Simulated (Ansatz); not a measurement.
C6H13O3 (SMILES [CH2]OCCOCCOC), doublet, at a GFN2-xTB geometry; Ansatz (a first-principles code) with R2SCAN/pcseg-1.

The Ansatz input:
Ansatz 0.2 input:
```yaml
crystal:
  periodic: [false, false, false]
  atoms:
    - {symbol: C, position_ang: [3.95458458, 0.54005173, -0.81426712]}
    - {symbol: O, position_ang: [3.29792334, -0.57265350, -0.38070668]}
    - {symbol: C, position_ang: [1.89713087, -0.51733289, -0.42104482]}
    - {symbol: C, position_ang: [1.34177247, 0.39623132, 0.69245898]}
    - {symbol: O, position_ang: [-0.03291691, 0.64742175, 0.57505320]}
    - {symbol: C, position_ang: [-0.86611075, -0.41172288, 0.99382332]}
    - {symbol: C, position_ang: [-2.31785136, 0.00564987, 0.78912803]}
    - {symbol: O, position_ang: [-2.69696075, -0.29665777, -0.53153265]}
    - {symbol: C, position_ang: [-3.98335874, 0.16411432, -0.85195788]}
    - {symbol: H, position_ang: [5.02065834, 0.43022957, -0.80922714]}
    - {symbol: H, position_ang: [3.46792314, 1.18958572, -1.52169950]}
    - {symbol: H, position_ang: [1.54282694, -0.13816912, -1.38924016]}
    - {symbol: H, position_ang: [1.55389367, -1.54621178, -0.28827200]}
    - {symbol: H, position_ang: [1.58253291, -0.03664954, 1.67449105]}
    - {symbol: H, position_ang: [1.83172198, 1.37115222, 0.60795202]}
    - {symbol: H, position_ang: [-0.68199352, -0.63029977, 2.05681713]}
    - {symbol: H, position_ang: [-0.68348550, -1.31910175, 0.40591165]}
    - {symbol: H, position_ang: [-2.40591963, 1.08491275, 0.97854974]}
    - {symbol: H, position_ang: [-2.96680410, -0.53149007, 1.49921393]}
    - {symbol: H, position_ang: [-4.04986877, 1.25548999, -0.76307065]}
    - {symbol: H, position_ang: [-4.17069644, -0.12835266, -1.88287971]}
    - {symbol: H, position_ang: [-4.74215675, -0.28792824, -0.19990064]}
basis:
  gaussian:
    orbitals: pcseg-1.json
hamiltonian:
  xc: r2scan
magnetization: {spin_polarized: true, initial_magnetization: 1}
scf: {lower_state_search: light}
```
The basis file holds pcseg-1 in the JSON format of the Basis Set Exchange.

Question: What does Ansatz print? Leave out banner, timings and long lists.

Answer: 
```
Functional definition: r2SCAN
2139 factors; their error is unknown
mean field evaluation 1: about -12549.9346 eV, gradient 5.1e1 eV
mean field evaluation 2: about -12543.0326 eV, gradient 6.5e1 eV
mean field evaluation 4: about -12562.4794 eV, gradient 3.4e0 eV
mean field evaluation 8: about -12562.5368 eV, gradient 9.8e-2 eV
mean field evaluation 16: about -12562.3860 eV, gradient 8.9e-4 eV
mean field -12562.38600226 eV, -461.6591704920 hartree, gradient 8.8e-5 eV, S^2 0.754546; 0 other end points of the search recorded, 0 dependent functions left out
reference -12562.38602052 eV, -461.6591711632 hartree; 37, 36 occupied and 154, 155 virtual orbitals, 2139 factors
Total energy: -12562.38602052 eV, -461.6591711632 hartree
```
